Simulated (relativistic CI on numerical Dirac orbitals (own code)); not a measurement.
**Forbidden transitions in La⁹⁺**

These numbers are calculated, not measured: Dirac-Coulomb-Breit CI, KLI orbitals optimised for each configuration, a model potential for QED, valence Slater integrals scaled by 0.9, P86 correlation estimate, and configurations built on the next ion tied to the tabulated ionisation energy (semi-empirical) (own radial code, finite nucleus).

CI space (outside the closed core [Kr]): 4d¹⁰5s², 4d¹⁰5s5d, 4d¹⁰5s6s, 4d¹⁰5s6p, 4d¹⁰5s5p, 4d¹⁰5s6d, 4d¹⁰5s7s, 4d¹⁰5s5f, 4d¹⁰5s6f, 4d¹⁰5p², 4d¹⁰4f², 4d¹⁰5s4f, 4d¹⁰4f5p, 4d¹⁰5d², 4d¹⁰5p5d, 4d¹⁰4f5d, 4d¹⁰5s5g, 4d⁹5s²4f, 4d¹⁰5f², 4d¹⁰5p5f, 4d¹⁰4f5f, 4d¹⁰5g², 4d¹⁰5p5g, 4d⁸5s²5p². Levels of other configurations are missing.

| λ vac (nm) | Lower | Upper | Type | A (s⁻¹) | gf | Branching (%) |
| --- | --- | --- | --- | --- | --- | --- |
| 47.382 | 4d¹⁰5s² ¹S0 [1] | 4d¹⁰5s4f ¹F°3 [9] | E3 | 8.43e-02 | 1.99e-11 | 2.2 |
| 123.69 | 4d¹⁰5s5p ³P°1 [3] | 4d¹⁰5s4f ¹F°3 [9] | E2 | 3.07e+00 | 4.93e-09 | 78.6 |
| 126.84 | 4d¹⁰5s5p ³P°0 [2] | 4d¹⁰5s4f ³F°2 [6] | E2 | 8.30e+01 | 1.00e-07 | 61.7 |
| 137.22 | 4d¹⁰5s5p ³P°1 [3] | 4d¹⁰5s4f ³F°3 [7] | E2 | 7.93e+01 | 1.57e-07 | 93.3 |
| 138.47 | 4d¹⁰5s5p ³P°1 [3] | 4d¹⁰5s4f ³F°2 [6] | E2 | 5.05e+01 | 7.25e-08 | 37.5 |
| 174.34 | 4d¹⁰5s5p ³P°2 [4] | 4d¹⁰5s4f ¹F°3 [9] | E2 | 1.66e-01 | 5.30e-10 | 4.3 |
| 197.98 | 4d¹⁰5s5p ³P°2 [4] | 4d¹⁰5s4f ³F°4 [8] | E2 | 1.94e+01 | 1.03e-07 | 99.9 |
| 425.75 | 4d¹⁰5s5p ³P°1 [3] | 4d¹⁰5s5p ³P°2 [4] | M1 | 1.64e+02 | 2.23e-06 | 97.7 |
| 1159.0 | 4d¹⁰5s4f ³F°2 [6] | 4d¹⁰5s4f ¹F°3 [9] | M1 | 2.16e-01 | 3.05e-08 | 5.5 |
| 1460.3 | 4d¹⁰5s4f ³F°4 [8] | 4d¹⁰5s4f ¹F°3 [9] | M1 | 1.10e-01 | 2.47e-08 | 2.8 |

Terms are leading LS components. Brackets give the number of a level in order of energy, since labels repeat. The list gives strong lines, with weight on those to low levels, without configurations that were not tied to measured data, among the lowest 178 of 319 levels, so that lines to higher ones, which can be the strongest, are missing. Levels whose partners in the same complex of configurations lie outside the list can be far off, and so can their lines. Rates are taken at the computed energies, electric ones in the length gauge.

Configurations that consist of the next ion and one excited electron were tied to the tabulated ionisation energy; Rydberg ones are usually within 1,000 to 3,000 cm⁻¹ and the lowest ones within about 6,000 (9,000 in d shells), while levels on excited terms of the next ion carry the error of that term, and the other configurations can be misplaced by 10,000 cm⁻¹ or more. Rates follow the energies as ν³ (E1, M1) or ν⁵ (E2), so rates, branching and lifetimes can be off by large factors. Levels and lines within the n = 5 or 6 shells can be off by up to 10 % or somewhat more, and those that change n by about 2 %, since core polarisation is missing. Levels that differ in their count of f electrons can be misplaced by several ten thousand cm⁻¹, since the correlation energy of f electrons is missing or only estimated; rates across such gaps can be off by orders of magnitude.

LS names give the leading component of a level, which can be under half, so a name can repeat, a term be missing and a line seem to break the LS rules.
